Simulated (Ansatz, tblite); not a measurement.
Cost and result up the ladder for (NaBr)2 ring (Na2Br2) (4 atoms). Charge 0, multiplicity 1. Geometry: PBE-D4/def2-SVP.

| atom | x (Å) | y (Å) | z (Å) |
| --- | --- | --- | --- |
| Na1 | -0.978 | -1.223 | -0.500 |
| Br2 | 0.836 | -1.279 | 1.493 |
| Na3 | 0.979 | 1.222 | 0.499 |
| Br4 | -0.837 | 1.279 | -1.492 |

Ansatz on 4 threads of Arm Neoverse V1 on a shared host; xTB runs through tblite on one thread. Times are rough, summed over both states, and most runs start from the orbitals of an earlier one. PBE0-D4/def2-TZVP serves as the yardstick here, not as an exact answer. The other state is a doublet.

The xTB rows come from tblite. HOMO above LUMO, or a gap near zero within one spin, warns that the state may not be the lowest or that an electron is smeared out.

Raw xTB energies of ions are shifted by several eV.

```tsv
level	functions	vertical IE (eV)	difference from PBE0-D4/def2-TZVP (eV)	remarks
GFN1-xTB	26	12.00	3.00	–
r2SCAN-D4/def2-TZVP	160	8.83	-0.18	gap within one spin near zero (+1 doublet)
PBE-D4/def2-TZVP	160	8.62	-0.39	gap within one spin near zero (+1 doublet)
PBE0-D4/def2-TZVP	160	9.01	0.00	–
GFN2-xTB	26	13.06	4.05	–
```

Problem. Estimate how long each takes.

Solution. GFN1-xTB 0.006 s; GFN2-xTB 0.007 s; PBE-D4/def2-TZVP 5.8 s; PBE0-D4/def2-TZVP 11 s; r2SCAN-D4/def2-TZVP 12 s. On shared hardware such times vary by a factor of up to 3.
